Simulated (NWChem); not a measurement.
System: GeBrF, singlet; SMILES [F][Ge][Br]

Computed with NWChem. Low-valent species are run as closed-shell singlets; no triplet was tried in these runs. Coordinates come from a PBE-D3(BJ)/def2-SVP optimisation.

Predict the results for TPSS/def2-SVP. Quantities: highest occupied level (eV); orbital gap (eV); dipole (D).


```yaml
highest occupied level (eV): -7.03
orbital gap (eV): 3.43
dipole (D): 2.05
```
